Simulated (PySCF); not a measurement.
## Fractional electron number in Hg²⁺ (mercury, charge +2)

The 5d beta orbital of [Xe] 4f14 5d10 is emptied in steps (occupation f), with all orbitals relaxed, ending at [Xe] 4f14 5d9. Computed with PySCF 2.14 in def2-TZVP with the def2 core potential (60 electrons) (6s5p3d1f, 43 functions), with scalar relativity through the core potential. The exact energy is a straight line in f; departures are measured from the line between the end points of the same method.

```csv
f,UHF (eV),LDA (eV),PBE (eV),PBE0 (eV),r2SCAN (eV),LC-wPBE (eV),BHandHLYP (eV),wB97X (eV),r2SCAN0 (eV),M06-2X (eV)
1,0.000,0.000,0.000,0.000,0.000,0.000,0.000,0.000,0.000,0.000
0.75,0.287,-1.262,-1.233,-0.861,-1.157,-0.315,-0.487,-0.392,-0.805,-0.515
0.5,0.373,-1.692,-1.651,-1.152,-1.543,-0.423,-0.655,-0.526,-1.073,-0.690
0.25,0.273,-1.275,-1.242,-0.866,-1.157,-0.318,-0.495,-0.396,-0.804,-0.521
0,0.000,0.000,0.000,0.000,0.000,0.000,0.000,0.000,0.000,0.000
```

| method | E(f=0) − E(f=1) (eV) | −ε at f=1 (eV) | −ε at f=0.5 (eV) |
| --- | --- | --- | --- |
| UHF | 33.685 | 35.261 | 33.647 |
| LDA | 35.770 | 29.077 | 35.736 |
| PBE | 35.390 | 28.841 | 35.367 |
| PBE0 | 35.283 | 30.707 | 35.271 |
| r2SCAN | 35.273 | 29.108 | 35.274 |
| LC-wPBE | 35.139 | 33.470 | 35.130 |
| BHandHLYP | 35.057 | 32.479 | 35.036 |
| wB97X | 35.187 | 33.118 | 35.175 |
| r2SCAN0 | 35.221 | 30.927 | 35.225 |
| M06-2X | 35.449 | 32.718 | 35.434 |

Orbital energy along the path (eV):

```csv
f,UHF,LDA,PBE,PBE0,r2SCAN,LC-wPBE,BHandHLYP,wB97X,r2SCAN0,M06-2X
1,-35.261,-29.077,-28.841,-30.707,-29.108,-33.470,-32.479,-33.118,-30.927,-32.718
0.75,-34.421,-32.376,-32.081,-32.975,-32.185,-34.289,-33.741,-34.128,-33.075,-34.063
0.5,-33.647,-35.736,-35.367,-35.271,-35.274,-35.130,-35.036,-35.175,-35.225,-35.434
0.25,-32.930,-39.148,-38.688,-37.585,-38.360,-35.984,-36.362,-36.239,-37.368,-36.825
0,-32.264,-42.601,-42.028,-39.908,-41.439,-36.838,-37.719,-37.303,-39.504,-38.248
```

Reference removal energy between the ground levels: 34.49 ± 0.05 eV (measured; NIST Atomic Spectra Database, ionization energies). The calculation has no spin-orbit coupling. UHF lacks correlation.
